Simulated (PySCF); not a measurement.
CF$_{2}$I (SMILES F[C](F)I), doublet, geometry from GFN2-xTB (core potentials on I), with bond 1-2 at 2.2 times its length; PBE/def2-SVP (PySCF).

Input for PySCF:
```python
from pyscf import gto, scf, dft

mol = gto.M(
    atom='''
F    -2.74364489   -2.32910987   -0.54316033
C    -1.27115926    0.02973402    0.32225778
F    -1.89743270    1.11662875   -0.10056321
I     0.79562430   -0.01595949   -0.00732926
''',
    basis='def2-svp',
    ecp={'I': 'def2-svp'},
    spin=1,
    verbose=4,
)

mf = dft.UKS(mol)
mf.xc = 'pbe'
mf.kernel()
mo_i, mo_e, stable_i, stable_e = mf.stability(internal=True, external=False, return_status=True, nroots=6, tol=1e-6)
print('internally stable:', stable_i, ' externally stable:', stable_e)
if not stable_i:
    umf = mf.copy()
    umf.scf_summary = {}
    umf.kernel(umf.make_rdm1(mo_i, mf.mo_occ))
```

It wrote (shortened):

```
PySCF version 2.14.0

[INPUT] verbose = 4
[INPUT] num. atoms = 4
[INPUT] num. electrons = 49
[INPUT] charge = 0
[INPUT] spin (= nelec alpha-beta = 2S) = 1
[INPUT] symmetry False subgroup None
[INPUT] Mole.unit = angstrom
[INPUT] Symbol           X                Y                Z      unit          X                Y                Z       unit  Magmom
[INPUT]  1 F     -2.743644890000  -2.329109870000  -0.543160330000 AA   -5.184737425162  -4.401379768321  -1.026424265428 Bohr   0.0
[INPUT]  2 C     -1.271159260000   0.029734020000   0.322257780000 AA   -2.402142862105   0.056189154382   0.608978945710 Bohr   0.0
[INPUT]  3 F     -1.897432700000   1.116628750000  -0.100563210000 AA   -3.585628142794   2.110122520315  -0.190036925107 Bohr   0.0
[INPUT]  4 I      0.795624300000  -0.015959490000  -0.007329260000 AA    1.503512025049  -0.030159065188  -0.013850294096 Bohr   0.0

nuclear repulsion = 149.974424261627
number of shells = 28
number of NR pGTOs = 133
number of NR cGTOs = 68
basis = def2-svp
ecp = {'I': 'def2-svp'}

******** <class 'pyscf.dft.uks.UKS'> ********
method = UKS
initial guess = minao
damping factor = 0
level_shift factor = 0
DIIS = <class 'pyscf.scf.diis.CDIIS'>
diis_start_cycle = 1
diis_space = 8
diis_damp = 0
SCF conv_tol = 1e-09
SCF conv_tol_grad = None
SCF max_cycles = 50
direct_scf = True
direct_scf_tol = 1e-13
number electrons alpha = 25  beta = 24
XC library pyscf.dft.libxc version 7.1.2
    S. Lehtola, C. Steigemann, M. J. T. Oliveira, and M. A. L. Marques,  SoftwareX 7, 1–5 (2018)
XC functionals = pbe
    J. P. Perdew, K. Burke, and M. Ernzerhof,  Phys. Rev. Lett. 77, 3865 (1996)
    J. P. Perdew, K. Burke, and M. Ernzerhof,  Phys. Rev. Lett. 78, 1396 (1997)
    J. P. Perdew, K. Burke, and M. Ernzerhof,  Phys. Rev. Lett. 77, 3865 (1996)
    J. P. Perdew, K. Burke, and M. Ernzerhof,  Phys. Rev. Lett. 78, 1396 (1997)
radial grids:
    Treutler-Ahlrichs [JCP 102, 346 (1995); DOI:10.1063/1.469408] (M4) radial grids

becke partition: Becke, JCP 88, 2547 (1988); DOI:10.1063/1.454033
pruning grids: <function nwchem_prune>
grids dens level: 3
symmetrized grids: False
atomic radii adjust function: <function treutler_atomic_radii_adjust>
small_rho_cutoff = 0
Set gradient conv threshold to 3.16228e-05
tot grids = 64600
init E= -504.123831585118

cycle= 1 E= -532.419469553018  delta_E= -28.3  |g|= 2.43  |ddm|= 6.28

cycle= 2 E= -524.404893427293  delta_E= 8.01  |g|= 3.73  |ddm|= 6.82
cycle= 3 E= -533.524777468446  delta_E= -9.12  |g|= 1.24  |ddm|= 5.26
cycle= 4 E= -520.799777402197  delta_E= 12.7  |g|= 2.64  |ddm|= 4.29
cycle= 5 E= -533.209930700605  delta_E= -12.4  |g|= 1.55  |ddm|= 4.08
cycle= 6 E= -534.486034796653  delta_E= -1.28  |g|= 0.732  |ddm|= 1.25
cycle= 7 E= -534.344198172373  delta_E= 0.142  |g|= 0.764  |ddm|= 0.628
cycle= 8 E= -532.644553166571  delta_E=  1.7  |g|= 1.45  |ddm|=    2
cycle= 9 E= -534.74488735091  delta_E= -2.1  |g|= 0.339  |ddm|= 1.45
cycle= 10 E= -534.813011173698  delta_E= -0.0681  |g|= 0.161  |ddm|= 0.39
cycle= 11 E= -534.733201530824  delta_E= 0.0798  |g|= 0.376  |ddm|= 0.949
cycle= 12 E= -534.834122185749  delta_E= -0.101  |g|= 0.0581  |ddm|= 0.698
cycle= 13 E= -534.825482783222  delta_E= 0.00864  |g|= 0.132  |ddm|= 0.334
cycle= 14 E= -534.823606524925  delta_E= 0.00188  |g|= 0.141  |ddm|= 0.0757
cycle= 15 E= -534.833016384252  delta_E= -0.00941  |g|= 0.0819  |ddm|= 0.104
cycle= 16 E= -534.832349766603  delta_E= 0.000667  |g|= 0.0871  |ddm|= 0.0773
cycle= 17 E= -534.837430036064  delta_E= -0.00508  |g|= 0.0305  |ddm|= 0.121
cycle= 18 E= -534.838198968363  delta_E= -0.000769  |g|= 0.00655  |ddm|= 0.0602
cycle= 19 E= -534.838278167294  delta_E= -7.92e-05  |g|= 0.00754  |ddm|= 0.0585
cycle= 20 E= -534.838336857443  delta_E= -5.87e-05  |g|= 0.00733  |ddm|= 0.0519
cycle= 21 E= -534.838345040292  delta_E= -8.18e-06  |g|= 0.00759  |ddm|= 0.0218
cycle= 22 E= -534.838394700901  delta_E= -4.97e-05  |g|= 0.00176  |ddm|= 0.0277
cycle= 23 E= -534.838397982487  delta_E= -3.28e-06  |g|= 0.00101  |ddm|= 0.00976
cycle= 24 E= -534.838397823921  delta_E= 1.59e-07  |g|= 0.00124  |ddm|= 0.00539
cycle= 25 E= -534.838398762116  delta_E= -9.38e-07  |g|= 0.000759  |ddm|= 0.00584
cycle= 26 E= -534.838399173232  delta_E= -4.11e-07  |g|= 0.000305  |ddm|= 0.00183
cycle= 27 E= -534.838399247607  delta_E= -7.44e-08  |g|= 0.000168  |ddm|= 0.00178
cycle= 28 E= -534.838399267568  delta_E= -2e-08  |g|= 8.85e-05  |ddm|= 0.000924
cycle= 29 E= -534.838399280159  delta_E= -1.26e-08  |g|= 8.07e-05  |ddm|= 0.000756
cycle= 30 E= -534.838399285458  delta_E= -5.3e-09  |g|= 5.19e-05  |ddm|= 0.000361
cycle= 31 E= -534.838399288492  delta_E= -3.03e-09  |g|= 2e-05  |ddm|= 0.000398
cycle= 32 E= -534.838399288959  delta_E= -4.67e-10  |g|= 1.04e-05  |ddm|= 0.00016
Extra cycle  E= -534.83839928651  delta_E= 2.45e-09  |g|= 6.24e-05  |ddm|= 0.000122
converged SCF energy = -534.83839928651  <S^2> = 0.78485453  2S+1 = 2.034556
uhf_internal: lowest eigs of H = [0.01110484 0.01336958 0.05664098 0.12257247 0.1265236  0.14528139]
<class 'pyscf.dft.uks.UKS'> wavefunction is stable in the internal stability analysis
internally stable: True  externally stable: None
```
